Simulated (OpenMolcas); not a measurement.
CH2NOSi (SMILES O=C=N[SiH2]): the vertical energy of the quartet above the doublet from total energies

CH2NOSi has 6 atoms, charge 0, and is taken as a doublet. SMILES: `O=C=N[SiH2]`. The coordinates come from a PBE0-D4/def2-TZVP relaxation.

Both states at this one shape; open shells run unrestricted unless said. 1 Eh = 27.2114 eV.

| level | program | doublet CH2NOSi (Eh) | quartet CH2NOSi (Eh) |
| --- | --- | --- | --- |
| UPBE/6-311+G** | OpenMolcas | -458.485833 | -458.248923 |
| UB3LYP/6-311+G** | OpenMolcas | -458.841067 | -458.588027 |
| UPBE0/6-311+G** | OpenMolcas | -458.505637 | -458.251823 |

Task: Work out the vertical gap, second state less first, at each level.

Result: 
1. UPBE/6-311+G**: -458.248923 − (-458.485833) = 0.236910 Eh = 6.45 eV.
2. UB3LYP/6-311+G**: -458.588027 − (-458.841067) = 0.253040 Eh = 6.89 eV.
3. UPBE0/6-311+G**: -458.251823 − (-458.505637) = 0.253814 Eh = 6.91 eV.

No measured value is set beside it here; the levels span 6.45 to 6.91 eV.
